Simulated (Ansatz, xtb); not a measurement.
Relative energy of two structures of FGeH2OSb

Structure a is `[F][Ge][O][SbH2]`, a singlet and structure b is a singlet given by its coordinates. Both are isolated molecules in the gas phase, relaxed with BLYP-D3(BJ)/def2-SVP; the shapes shown needn't be the lowest conformers.

a (Å):

```xyz
6

F    -1.5215   -2.9134   -0.5939
Ge    0.1144   -3.3990   -1.2112
O     0.8653   -1.7821   -1.0864
Sb   -0.1508   -0.0880   -0.4530
H     1.3534    0.7287   -0.0876
H    -0.2865   -0.5655    1.2237
```

b (Å):

```yaml
atoms:
  - { symbol: F, position_ang: [0.0984, -3.4428, 0.4221] }
  - { symbol: Ge, position_ang: [0.5949, -2.5768, -1.0905] }
  - { symbol: O, position_ang: [0.8225, -0.8291, 0.0197] }
  - { symbol: Sb, position_ang: [-1.2739, -0.5316, -0.6437] }
  - { symbol: H, position_ang: [0.8033, -1.0997, 0.9658] }
  - { symbol: H, position_ang: [-0.6612, 0.4614, -1.9413] }
```

Close contacts (Å): F1–Ge2 1.81, Ge2–O3 2.08, Ge2–Sb4 2.81, O3–Sb4 2.22, O3–H5 0.98, Sb4–H6 1.75.

**Question.** Estimate E(b) − E(a) at the level CCSD(T)/def2-SVP + ΔMP2/def2-TZVPP.

**Answer.** Calculated at CCSD(T)/def2-SVP + ΔMP2/def2-TZVPP: E(b) − E(a) = +0.320 eV, so structure a lies lower.

Level by level:

```csv
level,geometry,E(b) − E(a) (eV),departure from the last row (eV),"job, with rough time for the two"
BLYP-D3(BJ)/def2-SVP,BLYP-D3(BJ)/def2-SVP,+0.220,−0.099,"optimisation, 58 s"
HF/def2-SVP,BLYP-D3(BJ)/def2-SVP,+0.434,+0.114,part of the CCSD(T) run
MP2/def2-SVP,BLYP-D3(BJ)/def2-SVP,+0.384,+0.064,part of the CCSD(T) run
CCSD(T)/def2-SVP,BLYP-D3(BJ)/def2-SVP,+0.331,+0.011,single point
CCSD(T)/def2-SVP + ΔMP2/def2-TZVPP,BLYP-D3(BJ)/def2-SVP,+0.320,,"single point, 61 s"
```

None of the levels shown reverses the order. The largest departure from CCSD(T)/def2-SVP + ΔMP2/def2-TZVPP is that of HF/def2-SVP, 0.114 eV. Levels run at GFN2-xTB geometries aren't shown. The last row adds to CCSD(T) the change of the MP2 difference between the two basis sets, here −0.011 eV.

With harmonic frequencies from BLYP-D3(BJ)/def2-SVP (ideal gas, rigid rotor, one conformer each, 298.15 K, 1 atm): the zero-point term adds +0.101 eV; ΔH is +0.418 and ΔG +0.438 eV.

The correlated steps freeze 15 core orbitals; the filled d shell of Ge and Sb is correlated, in a basis made for valence electrons. Atoms past krypton carry core potentials in the def2 sets and no spin–orbit term is included. Run with Ansatz 0.2.0; the last row on 1 thread of Intel(R) Xeon(R) Platinum 8259CL CPU @ 2.50GHz (Skylake/Cascade Lake) on a shared host.
